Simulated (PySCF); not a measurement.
CH6F2Si3, SMILES F[Si@@H]1C[Si@H](F)[SiH2]1.

The structure is a stationary point at PBE0-D3(BJ)/def2-SVP. The structure was generated by enumeration; whether it is a known compound was not checked.

Two levels are set side by side: PBE/def2-TZVP (PySCF) and PBE0/def2-TZVP (PySCF). Same geometry, gas phase. Differences are taken from unrounded values.

| quantity | PBE0 | PBE | PBE minus PBE0 |
|---|---|---|---|
| orbital gap (eV) | 6.24 | 4.32 | -1.93 |
| highest occupied level (eV) | -7.51 | -6.43 | 1.08 |
| lowest empty level (eV) | -1.27 | -2.11 | -0.84 |
| dipole moment (D) | 2.74 | 2.54 | -0.20 |
| mean polarisability (bohr³) | 90.0 | 93.5 | 3.5 |

Without exact exchange PBE keeps part of each electron's self-repulsion, which lifts occupied levels and narrows the gap. PBE's more diffuse valence density responds more strongly to a field. Differences between two approximate levels are no errors against the true value.

Rough cost on one machine, each run with all the roots and properties that it gave: PBE0 against PBE within a factor of 2.
